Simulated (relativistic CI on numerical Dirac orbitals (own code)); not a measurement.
Line list: Forbidden lines, Mo⁷⁺

Calculated at this level of theory: Dirac-Coulomb-Breit CI, separate exchange-only KLI orbitals for each configuration, model QED (radiative potential, 1s self-energy scaled to tabulated hydrogen-like ionisation energies), valence Slater integrals scaled by 0.9, P86 correlation estimate, and configurations built on the next ion tied to the tabulated ionisation energy (semi-empirical) (own radial code, finite nucleus).

CI space (outside the closed core [Ar] 3d10): 4s²4p⁵, 4s²4p⁴4d, 4s²4p⁴5s, 4s²4p⁴5p, 4s²4p⁴5d, 4s²4p⁴6s, 4s²4p⁴4f, 4s²4p⁴5f, 4s4p⁶, 4s²4p³4d², 4s4p⁵4d, 4p⁵4d², 4s4p⁵4f, 4s²4p³4f², 4p⁶4d, 4s²4p³4d5s, 4s4p⁴4d², 4s²4p³4d5p, 4p⁶5s, 4s²4p³4d4f, 4s4p⁵5s, 4s²4p³5s², 4p⁵4f², 4p⁶5p. Levels of other configurations are missing.

```
λ vac (nm)                Lower                Upper  Type   A (s⁻¹)  E lower (cm⁻¹)  E upper (cm⁻¹)
    149.94   4s²4p⁴4d ⁴D5/2 [4]  4s²4p⁴4d ²F7/2 [24]    M1  2.07e+01          294394          361087
    152.60   4s²4p⁴4d ⁴D7/2 [6]  4s²4p⁴4d ²F7/2 [24]    M1  9.04e+01          295554          361087
    195.54   4s²4p⁴4d ⁴F9/2 [8]  4s²4p⁴4d ²F7/2 [24]    M1  1.33e+02          309947          361087
    207.89   4s²4p⁴4d ⁴D7/2 [6]  4s²4p⁴4d ²G9/2 [22]    M1  2.15e+01          295554          343657
    210.09   4s²4p⁴4d ⁴D5/2 [4]  4s²4p⁴4d ²G7/2 [20]    M1  2.06e+01          294394          341993
    215.34   4s²4p⁴4d ⁴D7/2 [6]  4s²4p⁴4d ²G7/2 [20]    M1  3.41e+01          295554          341993
    216.91   4s²4p⁴4d ⁴F7/2 [9]  4s²4p⁴4d ²F7/2 [24]    M1  6.24e+00          314986          361087
    282.03   4s²4p⁴4d ⁴D5/2 [4]  4s²4p⁴4d ²F7/2 [16]    M1  6.61e+00          294394          329851
    291.57   4s²4p⁴4d ⁴D7/2 [6]  4s²4p⁴4d ²F7/2 [16]    M1  5.97e+01          295554          329851
    296.65   4s²4p⁴4d ⁴F9/2 [8]  4s²4p⁴4d ²G9/2 [22]    M1  1.35e+02          309947          343657
    323.71  4s²4p⁴4d ⁴P5/2 [17]  4s²4p⁴4d ²F7/2 [24]    M1  8.53e+00          330195          361087
    370.27   4s²4p⁴4d ⁴F7/2 [9]  4s²4p⁴4d ²G7/2 [20]    M1  7.74e+01          314986          341993
    420.23  4s²4p⁴4d ²D5/2 [19]  4s²4p⁴4d ²F7/2 [24]    M1  1.37e+01          337291          361087
    434.39    4s²4p⁵ ²P°3/2 [1]    4s²4p⁵ ²P°1/2 [2]    M1  2.19e+02               0           23021
    485.64   4s²4p⁴4d ⁴D5/2 [4]   4s²4p⁴4d ⁴F7/2 [9]    M1  4.71e-01          294394          314986
    502.40   4s²4p⁴4d ⁴F9/2 [8]  4s²4p⁴4d ²F7/2 [16]    M1  6.63e+01          309947          329851
    514.64   4s²4p⁴4d ⁴D7/2 [6]   4s²4p⁴4d ⁴F7/2 [9]    M1  2.23e+00          295554          314986
    556.22  4s²4p⁴4d ⁴F5/2 [13]  4s²4p⁴4d ²G7/2 [20]    M1  5.92e+00          324014          341993
    672.70   4s²4p⁴4d ⁴F7/2 [9]  4s²4p⁴4d ²F7/2 [16]    M1  1.06e+01          314986          329851
    694.82   4s²4p⁴4d ⁴D7/2 [6]   4s²4p⁴4d ⁴F9/2 [8]    M1  5.98e+00          295554          309947
    724.34  4s²4p⁴4d ²F7/2 [16]  4s²4p⁴4d ²G9/2 [22]    M1  1.17e+01          329851          343657
    823.60  4s²4p⁴4d ²F7/2 [16]  4s²4p⁴4d ²G7/2 [20]    M1  2.91e+00          329851          341993
    1713.3  4s²4p⁴4d ⁴F5/2 [13]  4s²4p⁴4d ²F7/2 [16]    M1  3.07e+00          324014          329851
    1984.6   4s²4p⁴4d ⁴F9/2 [8]   4s²4p⁴4d ⁴F7/2 [9]    M1  2.48e+00          309947          314986
    8620.2   4s²4p⁴4d ⁴D5/2 [4]   4s²4p⁴4d ⁴D7/2 [6]    M1  3.27e-02          294394          295554
```

Terms are leading LS components. Brackets give the number of a level in order of energy, since labels repeat. The list gives strong lines, with weight on those to low levels, without configurations that were not tied to measured data, among the lowest 300 of 1545 levels, so that lines to higher ones, which can be the strongest, are missing. Levels whose partners in the same complex of configurations lie outside the list can be far off, and so can their lines. Rates are taken at the computed energies, electric ones in the length gauge.

Configurations that consist of the next ion and one excited electron were tied to the tabulated ionisation energy; Rydberg ones are usually within 1,000 to 3,000 cm⁻¹ and the lowest ones within about 6,000 (9,000 in d shells), while levels on excited terms of the next ion carry the error of that term, and the other configurations can be misplaced by 10,000 cm⁻¹ or more. Rates follow the energies as ν³ (E1, M1) or ν⁵ (E2), so rates, branching and lifetimes can be off by large factors. 4 of the 11 excited levels that our extract of the measured tables holds in this range could be paired (the sources list more); they are missed by 23482 cm⁻¹ on average and 89487 at most, and levels without a partner can miss by more.

LS names give the leading component of a level, which can be under half, so a name can repeat, a term be missing and a line seem to break the LS rules.
